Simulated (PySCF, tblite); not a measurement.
Species: C7H13O2P.
Cartesian coordinates in Å at the GFN2-xTB level; atoms count from 1:
```
atom  x, y, z in Å
C1     3.2924   -0.8741   -0.6372
C2     2.4568   -0.2275    0.4352
O3     2.5175   -0.5356    1.5996
C4     1.4967    0.8114   -0.0701
P5     0.0449   -0.0842   -0.8557
C6    -0.7368   -0.7729    0.6846
C7    -2.2211   -1.0284    0.4161
O8    -2.9495    0.1470    0.1534
C9    -2.5605    0.7923   -1.0332
C10   -1.1373    1.3511   -0.9684
H11    3.8491   -1.7139   -0.2307
H12    2.6426   -1.2096   -1.4445
H13    3.9905   -0.1452   -1.0445
H14    1.9525    1.4219   -0.8515
H15    1.1425    1.4403    0.7501
H16   -0.2463   -1.7106    0.9532
H17   -0.6207   -0.0681    1.5125
H18   -2.3275   -1.7305   -0.4275
H19   -2.6955   -1.4670    1.2980
H20   -3.2817    1.6029   -1.1703
H21   -2.6455    0.0983   -1.8859
H22   -0.9284    1.9285   -1.8712
H23   -1.0394    2.0010   -0.0946
```

Computed with PBE0/pcSseg-1 in PySCF (dipole) on a GFN2-xTB geometry, gas phase.

Masses are those of the commonest isotopes; rigid-rotor values at the optimised geometry. The values belong to one conformer with, in the numbering `[CH3:1][C:2](=[O:3])[CH2:4][P:5]1[CH2:6][CH2:7][O:8][CH2:9][CH2:10]1`, C1–C2–C4–P5 77°, C2–C4–P5–C6 71°, C4–P5–C6–C7 156°, P5–C6–C7–O8 -64°, C6–C7–O8–C9 65°, C7–O8–C9–C10 -66°.

Q: What are A, B and C (cm⁻¹)?

A: Ia = 201.18, Ib = 780.17, Ic = 867.27 u·Å²; 505379 MHz·u·Å²/I gives 2512, 647.8 and 582.7 MHz, that is A = 0.08379, B = 0.02161, C = 0.01944 cm⁻¹.

Q: What kind of rotor is it?

A: A near-prolate asymmetric top: κ = (2 × 647.8 − 2512 − 582.7)/(2512 − 582.7) = -0.93.

Q: What does the inertial defect say?

A: Not planar: Δ = Ic − Ia − Ib = -114.08 u·Å². For a rigid frame Δ = −2 Σ m c², so Σ m c² = 57.04 u·Å² lies off the ab plane: 16.59 from hydrogen and 40.45 from heavier atoms. The atom farthest from that plane is 1.72 Å away.

Q: Give the other two planar moments, Paa and Pbb, and the rms extents of the mass along the axes.

A: Paa = Σ m a² = (Ib + Ic − Ia)/2 = 723.13 and Pbb = Σ m b² = (Ia + Ic − Ib)/2 = 144.14 u·Å². With the mass M = 160.07 u, the rms extents √(P/M) along a, b and c are 2.13, 0.95, 0.60 Å.

Q: Predict some low-J microwave lines.

A: The dipole components are |μa| = 0.28 D, |μb| = 2.60 D, |μc| = 0.76 D. Intensities carry the squares of the components, which stand as 0.01 : 1.00 : 0.08 (a : b : c). Some lines, for components of 0.1 D or more:

```tsv
type	branch	J(Ka,Kc)	MHz	lower level (cm⁻¹)
b	R	5(1,4) ← 4(2,3)	939	0.663
c	Q	5(1,5) ← 5(0,5)	1456	0.614
c	Q	1(1,1) ← 1(0,1)	1864	0.041
b	Q	1(1,0) ← 1(0,1)	1929	0.041
b	Q	2(1,1) ← 2(0,2)	1996	0.123
a	R	4(1,4) ← 3(1,3)	4789	0.303
b	Q	2(2,0) ← 2(1,1)	5595	0.190
c	R	3(1,2) ← 2(0,2)	5784	0.123
a	R	5(0,5) ← 4(0,4)	6119	0.410
b	Q	5(2,4) ← 5(1,5)	6185	0.662
c	R	5(1,4) ← 4(0,4)	8550	0.410
c	Q	5(3,3) ← 5(2,3)	9441	0.871
b	R	3(2,1) ← 2(1,2)	9488	0.183
b	Q	4(3,2) ← 4(2,3)	9490	0.663
b	R	4(2,3) ← 3(1,2)	10417	0.316
b	R	4(2,2) ← 3(1,3)	10833	0.303
b	R	5(2,3) ← 4(1,4)	12226	0.463
b	Q	5(4,1) ← 5(3,2)	13272	1.185
b	Q	4(4,0) ← 4(3,1)	13275	0.980
c	R	5(3,2) ← 4(2,2)	15624	0.664
b	R	5(3,2) ← 4(2,3)	15649	0.663
c	Q	5(5,1) ← 5(4,1)	17068	1.628
b	R	4(4,1) ← 3(3,0)	18200	0.816
b	R	5(5,1) ← 4(4,0)	23225	1.423
c	R	5(5,0) ← 4(4,0)	23225	1.423
c	R	5(5,1) ← 4(4,1)	23225	1.423
```

Q: Estimate the classical rotational partition function at 50 K, 298.15 K and 500 K.

A: Point group C1, symmetry number σ = 1; q = (√π/σ)·√((kT/h)³/(ABC)), k/h = 20836.6 MHz/K: 61200 at 50 K, 891000 at 298.15 K, 1940000 at 500 K.

Its GFN2-xTB frequencies are all real (lowest 32 cm⁻¹). These are rigid-rotor constants of the computed structure; measured ground-state constants (B0) also hold zero-point vibration. A rigid rotor knows nothing of internal rotation, which can split or shift real lines.
